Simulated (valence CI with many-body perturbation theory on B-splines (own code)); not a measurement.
## How close is CI+MBPT for Ba7+?

Method: valence CI with perturbative core correlation (CI+MBPT): three valence electrons over a frozen Dirac-Fock core [Kr] 4d10, a basis of 8 s, 8 p, 9 d, 9 f, 6 g, 3 h, 2 i functions for each j, with the one-electron correlation potential Σ1, the two-electron term Σ2, the three-electron term Σ3, Breit, model QED; selected CI, second order for the rest, scaled by the run's own slope (own B-spline code, finite nucleus).

Against 58 measured levels this calculation errs by 850 cm⁻¹ on average and by 3081 at most. These come from a selection out of Sansonetti and Curry, J. Phys. Chem. Ref. Data 39, 043103 (2010). Levels without a partner in it may be off by more, other configurations by several thousand cm⁻¹. 3 measured levels below the end of the list, from 249919 cm⁻¹ on, found no clear computed partner, and computed levels of the same name lie up to 9005 cm⁻¹ from them.

Measured levels: Sansonetti and Curry, J. Phys. Chem. Ref. Data 39, 043103 (2010). Pairs share parity and J, and are chosen by configuration, term and nearness in energy; levels without a clear partner are left out. Energies in cm⁻¹ above the measured ground level. The last column is blank where CI alone has no clear partner.

Names give the largest LS component (configuration and term), which can be under half, so a name can repeat, a term be missing and a line seem to break the LS rules; names also repeat where a configuration has a term twice. Letters in brackets count levels of one name in rising energy.

| Computed label | Label in the source | Measured | Computed | Difference | CI alone, difference |
| --- | --- | --- | --- | --- | --- |
| 5s²5p ²P°_1/2 | 5s2 5p 2P° | 0 | 0.0 | 0 | 0 |
| 5s²5p ²P°_3/2 | 5s2 5p 2P° | 23592 | 23599.3 | +7 | -786 |
| 5s5p² ⁴P_1/2 | 5s 5p2 4P | 115922 | 115680.7 | -241 | -5976 |
| 5s5p² ⁴P_3/2 | 5s 5p2 4P | 128550 | 128306.7 | -243 | -6850 |
| 4f5s² ²F°_5/2 | 5s2 4f 2F° | 137385 | 137585.7 | +201 | +16620 |
| 5s5p² ⁴P_5/2 | 5s 5p2 4P | 137739 | 137517.0 | -222 | -6524 |
| 4f5s² ²F°_7/2 | 5s2 4f 2F° | 138675 | 138888.5 | +213 | +16371 |
| 5s5p² ²D_3/2 | 5s 5p2 2D | 157727 | 157676.2 | -51 | -3758 |
| 5s5p² ²D_5/2 | 5s 5p2 2D | 165778 | 165668.1 | -110 | -5079 |
| 5s5p² ²P_1/2 | 5s 5p2 2P | 174563 | 174946.2 | +383 | +3647 |
| 5s5p² ²S_1/2 | 5s 5p2 2S | 199015 | 199218.2 | +203 | +1510 |
| 5s5p² ²P_3/2 | 5s 5p2 2P | 200220 | 200722.0 | +502 | +5366 |
| 5s²5d ²D_3/2 | 5s2 5d 2D | 230416 | 230933.3 | +517 | +1580 |
| 5s²5d ²D_5/2 | 5s2 5d 2D | 234064 | 234602.4 | +538 | +1372 |
| 4f5s5p ⁴G_5/2 | 5s 5p(3P°) 4f 4G | 243636 | 244686.1 | +1050 | +11742 |
| 4f5s5p ⁴F_7/2 | 5s 5p(3P°) 4f 4G | 245873 | 246575.4 | +702 | +11197 |
| 4f5s5p ⁴F_3/2 | 5s 5p(3P°) 4f 4F | 250399 | 250150.9 | -248 | +9763 |
| 4f5s5p ⁴F_5/2 | 5s 5p(3P°) 4f 4F | 250871 | 250655.2 | -216 | +9975 |
| 4f5s5p ⁴F_9/2 | 5s 5p(3P°) 4f 4F | 250909 | 250985.8 | +77 | +10359 |
| 4f5s5p ²F_5/2 [a] | 5s 5p(3P°) 4f 2F | 257721 | 257820.4 | +99 | +10058 |
| 4f5s5p ⁴D_7/2 | 5s 5p(3P°) 4f 4F | 269368 | 268470.2 | -898 | +9619 |
| 4f5s5p ⁴D_5/2 | 5s 5p(3P°) 4f 4D | 272237 | 271484.2 | -753 | +10126 |
| 4f5s5p ⁴D_3/2 | 5s 5p(3P°) 4f 4D | 274837 | 273900.7 | -936 | +10108 |
| 4f5s5p ²G_7/2 [b] | 5s 5p(3P°) 4f 2G | 275417 | 274273.3 | -1144 | +8837 |
| 4f5s5p ⁴D_1/2 | 5s 5p(3P°) 4f 4D | 275994 | 275267.3 | -727 | +10414 |
| 4f5s5p ²D_5/2 [a] | 5s 5p(3P°) 4f 2D | 281118 | 281209.0 | +91 | +11148 |
| 4f5s5p ²G_9/2 [a] | 5s 5p(3P°) 4f 2G | 284034 | 282768.7 | -1265 | +8512 |
| 5p³ ⁴S°_3/2 [a] | 5p3 2D° | 288845 | 288992.6 | +148 | -2864 |
| 4f5s5p ²D_3/2 [a] | 5s 5p(3P°) 4f 2D | 289185 | 289330.3 | +145 | +10531 |
| 4f5s5p ²F_5/2 [b] | 5s 5p(1P°) 4f 2F | 299380 | 299705.1 | +325 | +18097 |
| 4f5s5p ²F_7/2 [b] | 5s 5p(1P°) 4f 2F | 300662 | 300809.0 | +147 | +17848 |
| 5p³ ⁴S°_3/2 [b] | 5p3 4S° | 302663 | 302360.6 | -302 | -3428 |
| 5p³ ²D°_5/2 | 5p3 2D° | 304207 | 304162.6 | -44 | -6978 |
| 4f5s5p ²G_7/2 [c] | 5s 5p(1P°) 4f 2G | 305109 | 305769.2 | +660 | +16491 |
| 4f5s5p ²G_9/2 [b] | 5s 5p(1P°) 4f 2G | 305192 | 305891.4 | +699 | +16453 |
| 4f5s5p ²D_3/2 [b] | 5s 5p(1P°) 4f 2D | 311771 | 312455.7 | +685 | +17955 |
| 4f5s5p ²D_5/2 [b] | 5s 5p(1P°) 4f 2D | 313718 | 314392.9 | +675 | +17539 |
| 5s²6s ²S_1/2 | 5s2 6s 2S | 326361 | 327507.4 | +1146 | -4064 |
| 5p³ ²P°_1/2 | 5p3 2P° | 326500 | 326172.3 | -328 | -2972 |
| 5s5p5d ⁴F°_3/2 | 5s 5p(3P°) 5d 4F° | 326769 | 329850.5 | +3081 | -6780 |
| 5p³ ²P°_3/2 | 5p3 2P° | 338604 | 338643.0 | +39 | -4779 |
| 5s5p5d ⁴F°_7/2 | 5s 5p(3P°) 5d 4F° | 338839 | 341708.0 | +2869 | -7049 |
| 5s5p5d ⁴P°_5/2 | 5s 5p(3P°) 5d 4P° | 346114 | 347899.6 | +1786 | -3767 |
| 5s5p5d ⁴D°_3/2 | 5s 5p(3P°) 5d 4D° | 348042 | 349809.4 | +1767 | -3483 |
| 5s5p5d ⁴D°_1/2 | 5s 5p(3P°) 5d 4D° | 349103 | 350308.0 | +1205 | -3761 |
| 5s5p5d ²F°_5/2 [a] | 5s 5p(3P°) 5d 2F° | 358624 | 360332.3 | +1708 | -2826 |
| 5s5p5d ²D°_3/2 | 5s 5p(3P°) 5d 2D° | 361250 | 362741.9 | +1492 | -2147 |
| 5s5p5d ⁴D°_7/2 | 5s 5p(3P°) 5d 4D° | 364211 | 365209.3 | +998 | -5020 |
| 5s5p5d ⁴D°_5/2 | 5s 5p(3P°) 5d 4D° | 364946 | 366058.9 | +1113 | -4961 |
| 5s5p5d ⁴P°_1/2 | 5s 5p(3P°) 5d 4P° | 365830 | 366843.9 | +1014 | -6040 |
| 5s5p5d ⁴P°_3/2 | 5s 5p(3P°) 5d 4P° | 366749 | 367352.2 | +603 | -5461 |
| 5s5p5d ²D°_5/2 | 5s 5p(3P°) 5d 2D° | 371338 | 372761.7 | +1424 | -3890 |
| 5s²6p ²P°_1/2 | 5s2 6p 2P° | 378471 | 380955.7 | +2485 | -2969 |
| 5s5p5d ²F°_7/2 [a] | 5s 5p(3P°) 5d 2F° | 382024 | 383551.2 | +1527 | -4561 |
| 5s²6p ²P°_3/2 [a] | 5s 5p(3P°) 5d 2P° | 385445 | 386886.6 | +1442 |  |
| 5s²6p ²P°_3/2 [b] | 5s2 6p 2P° | 388820 | 391337.7 | +2518 |  |
| 5s5p5d ²F°_7/2 [b] | 5s 5p(1P°) 5d 2F° | 396547 | 398540.6 | +1994 |  |
| 5s5p5d ²F°_5/2 [b] | 5s 5p(1P°) 5d 2F° | 397433 | 399123.9 | +1691 | +1823 |
| 5s5p5d ²P°_1/2 | 5s 5p(3P°) 5d 2P° | 397828 | 399450.4 | +1622 | -592 |

Over 58 excited levels the mean absolute difference is 850 cm⁻¹, the median 680 and the largest 3081. For the 55 levels that pair on every rung the mean is CI alone 7499, + Σ1 6017, + Σ2 1692, + Σ3 1642, + Breit 1054, + QED 789. The comparison draws on a selection of the measured levels: 59 of the 75 computed ones have a partner in it, and others may be off by more.

These 3 measured levels below the end of the computed list are not counted above. Beside each stands the unpaired computed level of its name, or else the nearest of its J and parity; the gap is either an error of the method or a doubtful assignment.

| Label in the source | J | Measured | Unpaired level | Computed |
| --- | --- | --- | --- | --- |
| 5s 5p(3P°) 4f 4D | 7/2 | 249919 | 4f5s5p ²F_7/2 [a] | 250732 |
| 5s 5p(3P°) 4f 2F | 7/2 | 259737 | 4f5s5p ²F_7/2 [a] | 250732 |
| 5s 5p(3P°) 5d 4F° | 5/2 | 330877 | 5s5p5d ⁴F°_5/2 | 334434 |
